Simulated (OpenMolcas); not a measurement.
An atom or ion with 21 electrons was computed by SS-CASPT2, IPEA 0.25 Eh, imaginary shift 0.1 Eh with spin-orbit coupling (OpenMolcas, ANO-RCC-VQZP, DKH2). The lowest levels that the run gave, each within 12 % of the measured value where one is at hand:

| J | Parity | E (cm⁻¹) | g |
| --- | --- | --- | --- |
| 3/2 | even | 0.0 | 0.399 |
| 5/2 | even | 250 | 1.029 |
| 7/2 | even | 592 | 1.239 |
| 9/2 | even | 1017 | 1.334 |
| 1/2 | even | 14420 | 2.661 |
| 3/2 | even | 14530 | 1.730 |
| 5/2 | even | 14830 | 1.601 |
| 7/2 | even | 14870 | 0.889 |
| 9/2 | even | 15250 | 1.110 |
| 1/2 | even | 19460 | 0.676 |
| 3/2 | even | 19460 | 1.217 |
| 3/2 | even | 20830 | 0.922 |

Which ion is it, and what are the configurations and terms?

Cr IV (Z = 24, charge +3; active space 3 electrons in 10 orbitals (3d 4d)). J, parity and g give the terms where levels are pure, and mixed ones are named by the computed weights; the size of the splittings, set against known spectra of the 21-electron sequence, gives the charge. In order, with the measured energies in cm⁻¹ (Sugar and Corliss, J. Phys. Chem. Ref. Data 6, 317 (1977)): 3d³ ⁴F_3/2, 3d³ ⁴F_5/2 (236), 3d³ ⁴F_7/2 (556), 3d³ ⁴F_9/2 (946), 3d³ ⁴P_1/2 (14059), 3d³ ⁴P_3/2 (14177), 3d³ ⁴P_5/2 (14471), 3d³ ²G_7/2 (15052), 3d³ ²G_9/2 (15402), 3d³ ²P_1/2 (19519), 3d³ ²P_3/2, 3d³ ²D_3/2(1) (20650).

Term energies are means over components that CASPT2 splits; among the terms shown or strongly mixed into the levels shown the widest spread is 580 cm-1 (3d³ ⁴F). Active for correlation alone: 4d; no level in the range computed is led by a configuration that fills it, so any true level of that kind is missing. Measured partners are found by configuration, term and J. A level has none where our copy of the source lacks it or the pairing is in doubt (some pairs that miss far off the trend of their configuration count as doubtful), and it then counts in no deviation. Levels of configurations outside the active space are missing.

A number in round brackets counts repeated terms of one configuration in the order of the reference energies.
